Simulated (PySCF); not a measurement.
Run times: manganese in cc-pVTZ-DK

Measured wall times of calculations with PySCF 2.14 in cc-pVTZ-DK, with scalar relativity by spin-free X2C-1e, run from one Python driver. Hardware: 1 thread of Neoverse-V1 on a shared host, 1.3 GiB allowed. The two-electron integrals over 68 functions were computed once and kept in memory (0.95 CPU seconds with the set-up); the times below exclude them. Kohn-Sham runs start from converged Hartree-Fock orbitals.

Launch command (the driver calls PySCF for each step listed in the task file):

```bash
OMP_NUM_THREADS=1 python atomrun2.py TASK.json OUT
```

```
      species               step  iterations  wall time (s)
Mn²⁺ [Ar] 3d5                UHF           1           0.41
Mn²⁺ [Ar] 3d5               TPSS           6            3.3
Mn²⁺ [Ar] 3d5  MP2 (5 electrons)                       0.06
Mn³⁺ [Ar] 3d4                UHF           6           0.52
Mn³⁺ [Ar] 3d4               TPSS           5            2.9
Mn³⁺ [Ar] 3d4               MN15           7            3.9
Mn³⁺ [Ar] 3d4  MP2 (4 electrons)                       0.05
```

(1) Roughly how long does MN15 take for Mn²⁺ [Ar] 3d5 here?

Peak memory of the process: 0.27 GiB. Times on a shared host vary from run to run.

Results:

(1) About 6.8 s.
